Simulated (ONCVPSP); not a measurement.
**Al, ONCV: configuration errors across variants**

aluminium, optimised norm-conserving Vanderbilt (ONCV), made with ONCVPSP 4.0.1 (PBEsol, scalar-relativistic). Core [Ne], reference 3s2 3p1. Waves: 3s: rc 2.30 bohr, ncon 3, nbas 7, qcut 2.7 1/bohr, 2 projectors, debl 2.3 Ha; 3p: rc 2.35 bohr, ncon 4, nbas 9, qcut 4.2 1/bohr, 2 projectors, debl 1.8 Ha. Local part: polynomial inside 1.85 bohr (lpopt 3, dvloc0 -1 Ha). Core correction: Teter function, fcfact 3.75, rcfact 1.6.

All-electron excitation energies from the reference (eV): (1) 3s2 3p0 5.736; (2) 3s1 3p0 24.907; (3) 3s2 3p0.5 2.074; (4) 3s1 3p1 11.527.

Errors AE − PS in meV (a dash: test not solved or not reliable):

| change | (1) | (2) | (3) | (4) | bound ghosts | GHOST(+) flags above zero |
| --- | --- | --- | --- | --- | --- | --- |
| base | +2.4 | -81 | +0.6 | -29 | none | s |
| p: rc 1.68; local potential polynomial inside 1.68 bohr (lpopt 3, dvloc0 -1 Ha) | +2.3 | -83 | +0.6 | -28 | none | s, p |
| p: rc 1.86 | +2.3 | -82 | +0.6 | -28 | none | s |
| p: rc 2.08 | +2.4 | -81 | +0.6 | -29 | none | s |
| p: rc 2.26 | +2.4 | -81 | +0.6 | -29 | none | s |
| p: rc 2.42 | +2.4 | -81 | +0.6 | -29 | none | s |
| p: rc 2.66 | +2.4 | -81 | +0.6 | -28 | none | s |
| p: rc 2.84 | +2.2 | -82 | +0.6 | -28 | none | s |
| p: rc 3.08 | +1.8 | -84 | +0.5 | -27 | none | s |
| p: rc 3.46 | +0.9 | -88 | +0.4 | -26 | none | s |

Problem. Give the same row for: p: rc 3.16.

Solution. +1.6, -85, +0.5, -27; bound ghosts: none; GHOST(+) flags above zero: s.
